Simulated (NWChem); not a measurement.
# GeH2, singlet; SMILES [GeH2]

Results from NWChem. Low-valent species are run as closed-shell singlets; no triplet was tried in these runs. All runs use the structure optimised with PBE0/def2-SVP. Ions are spin-unrestricted doublets at the neutral geometry; other ion states weren't tried.

```tsv
level	vertical ionisation energy, ΔSCF (eV)	−ε(HOMO) (eV)	ΔSCF minus −ε(HOMO) (eV)
B3LYP/def2-TZVP	…	…	…
PBE/def2-TZVP	9.41	5.87	3.54
CAM-B3LYP/def2-TZVP	9.54	8.19	1.35
r2SCAN/def2-TZVP	9.42	6.14	3.28
Hartree-Fock/def2-TZVP	8.47	9.20	-0.73
```

Fill in the missing entries.


- B3LYP/def2-TZVP, vertical ionisation energy, ΔSCF (eV): 9.55
- B3LYP/def2-TZVP, −ε(HOMO) (eV): 6.75
- B3LYP/def2-TZVP, ΔSCF minus −ε(HOMO) (eV): 2.80
